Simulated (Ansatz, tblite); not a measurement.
Forces on the cluster Si2B2 at its B3LYP-D4/def2-TZVP geometry. The state is a singlet with charge 0.

The xTB rows come from tblite. At r2SCAN-D4/def2-TZVP the restricted singlet is unstable: a solution with broken spin symmetry lies lower. The structure comes from a short search, and lower isomers may exist.

GFN1-xTB (tblite), largest force 2.04 eV/Å:

```xyz
4
positions Å, forces eV/Å
B     0.210   -0.732    0.271    0.280   -0.991    0.396
B    -0.210    0.732   -0.271   -0.281    0.990   -0.388
Si   -0.396    0.468    1.654   -0.455    0.532    1.913
Si    0.396   -0.468   -1.654    0.455   -0.531   -1.921
```

GFN2-xTB (tblite), largest force 0.28 eV/Å:

```
B -0.057 0.057 0.264
B 0.057 -0.058 -0.260
Si 0.016 -0.094 0.109
Si -0.016 0.094 -0.113
```

r2SCAN-D4/def2-TZVP (Ansatz), largest force 0.13 eV/Å:

```
B -0.010 0.073 -0.103
B 0.010 -0.074 0.108
Si -0.011 0.035 -0.003
Si 0.012 -0.034 -0.002
```
